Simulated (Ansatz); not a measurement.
`B[CH2][GeH3]` → `BC` + `[GeH2]` at 400 K and 1 bar (germylene formation by 1,1-elimination).

Computed with Ansatz on PBE0-D4/def2-TZVP structures; ΔE is electronic, products minus reactants. CBS: MP2 limit from def2 TZ/QZ plus the TZ coupled-cluster correction, frozen cores. This one scheme is used for every species. For Ge outer-core shells are correlated without core-valence functions, which leaves a few kJ/mol of doubt a bond. Scalar relativity is left out up to krypton.

```
       species  CCSD(T)/CBS energy (Eh)  H − E (kJ/mol)  S (J/(mol·K))
`B[CH2][GeH3]`              -2143.14744           214.0          350.6
          `BC`                -65.83255           164.9          265.6
      `[GeH2]`              -2077.24753            42.4          231.0
```

H − E and S are ideal-gas, rigid-rotor, harmonic terms from PBE0-D4/def2-TZVP. 1 Eh = 2625.50 kJ/mol, R = 8.31446 J/(mol·K).

Q: By hand: ΔE, ΔH, ΔS and ΔG.

A: ΔE = (-65.83255) + (-2077.24753) − (-2143.14744) = 0.06736 Eh = 176.9 kJ/mol. Δ(H − E) = 164.9 + 42.4 − 214.0 = -6.7, so ΔH = 170.2 kJ/mol. ΔS = 265.6 + 231.0 − 350.6 = 146.0 J/(mol·K). ΔG = 170.2 − 400 × (146.0)/1000 = 111.8 kJ/mol.

Q: By hand: the equilibrium constant, and the temperature at which ΔG would vanish if ΔH and ΔS stayed fixed.

A: log₁₀ K = −ΔG/(RT ln 10) = -14.6. ΔG = 0 at ΔH/ΔS = 1166 K.

The number of gas molecules changes by +1, which sets the sign of ΔS. A doubt of 5 kJ/mol in ΔE shifts log₁₀ K by 0.7 here. Modes under 60 cm⁻¹, often nearly free rotors, make the harmonic entropy too high. These are equilibria of isolated gas molecules and say nothing of rates. Largest T1 diagnostic: 0.012 (customary marks: 0.02 for closed shells, 0.045 for open ones).
